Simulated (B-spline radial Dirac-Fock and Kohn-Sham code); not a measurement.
What relativity does to the binding energies of Mn⁷⁺

System: Mn⁷⁺ in the configuration 1s2 2s2 2p6 3s2 3p6.

Both columns are ΔSCF binding energies of the configuration average from a radial B-spline solver: non-relativistic Hartree-Fock with a point nucleus, and Dirac-Fock with a finite nucleus and the Coulomb interaction alone, averaged over the two j levels with weights 2j+1.

```
shell  Hartree-Fock (eV)  Dirac-Fock (eV)  shift (eV)  shift (%)
   1s             6660.5           6715.7      +55.13      +0.83
   2s              933.3            944.6      +11.21      +1.20
   2p              814.6            816.3       +1.66      +0.20
   3s              233.7            235.7       +2.01      +0.86
   3p              194.4            194.8       +0.33      +0.17
```

Relativity binds 1s, 2s, 2p, 3s, 3p more strongly, among those listed most of all 2s in relative terms.

Values without a named source are computed, but for edge energies of neutral atoms, which are taken from tables.
